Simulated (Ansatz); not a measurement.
A nudged elastic band was laid between two geometries of Cl2FGe2H3 + ClH (10 atoms, charge 0, multiplicity 1).

Computed with RHF/def2-SVP (Ansatz).

- movable images: 4
- climbing image: no
- spring: 5.0 eV/Å²
- optimiser: quadratic models (default)
- start path: through a guess of the saddle point
- force threshold: 0.05 eV/Å
- iteration limit: 60
- end points: relaxed

Initial state:

```xyz
10
Properties=species:S:1:pos:R:3
Ge -0.214 -0.148 0.204
Ge -0.151 -0.406 2.643
H -0.920 -1.694 2.944
H 1.306 -0.519 3.076
H -0.845 0.806 3.260
Cl 1.501 -0.924 -0.824
Cl -0.525 1.872 -0.496
F -1.549 -1.010 -0.449
Cl 2.267 2.645 1.991
H 1.558 3.094 1.033
```

Final state:

```xyz
10
Properties=species:S:1:pos:R:3
Ge 0.890 0.552 -0.910
Ge -0.405 0.156 3.613
H -1.584 -0.519 2.904
H 0.689 -0.875 3.906
H -0.892 0.772 4.932
Cl 1.408 -0.359 -2.744
Cl -0.990 1.507 -1.032
F 0.763 -0.678 0.259
Cl 2.390 1.893 -0.268
H 0.160 1.269 2.723
```

(1) Which bonds break or form, and what moves?

(2) Give the energies along the band, and the barrier.

(3) What is the geometry of the highest image?

Answers

(1) Bonds broken: Ge1–Ge2, Cl9–H10. Bonds formed: Ge1–Cl9, Ge2–H10. Cl2FGe2H3 + ClH becomes Cl3FGe + GeH4.

(2) The run converged. The highest image is number 2 of 0 to 5, 0.35 eV above the first end and 0.69 eV above the last; the last end lies 0.34 eV below the first. A structure lower than the last end lies on the path between it and the top, so the climb from that side starts below the end, which may itself be a saddle point or a shallow side well. No image climbed, so the highest image needn't sit at the top of the path. A band with more images between the same ends climbed to 3.06 eV, so this one has probably stepped over the top. The orbitals stay closed-shell, which can raise the energy where a bond breaks towards radicals; this wasn't checked here.

```tsv
image	path coordinate (Å)	energy (eV)	Ge1–Ge2 (Å)	Cl9–H10 (Å)	Ge1–Cl9 (Å)
0	0.00	0.00	2.45	1.27	4.14
1	2.73	0.02	2.45	1.27	4.25
2	5.47	0.35	2.49	1.28	3.37
3	8.20	0.34	3.58	2.54	2.15
4	10.93	-0.35	4.87	3.72	2.11
5	13.66	-0.34	4.72	3.78	2.11
```

(3) 
```xyz
10
Properties=species:S:1:pos:R:3:forces:R:3
Ge 0.030 -0.005 0.141 -0.04 -0.20 0.16
Ge -0.058 -0.229 2.621 -0.12 -0.04 -0.13
H -1.362 0.413 3.080 -0.07 -0.02 0.01
H -0.040 -1.740 2.833 -0.08 -0.03 0.00
H 1.106 0.378 3.412 0.05 0.06 -0.26
Cl 1.964 0.207 -0.774 0.01 -0.02 0.10
Cl -1.334 1.238 -0.951 0.03 0.01 0.19
F -0.480 -1.585 -0.297 -0.03 -0.26 -0.17
Cl 0.940 2.983 1.410 0.16 0.09 0.19
H 1.663 2.054 1.907 0.09 0.40 -0.08
```

Time of the run: 4.5 min on 4 threads of Arm Neoverse V1 (shared host), peak memory 0.59 GiB.
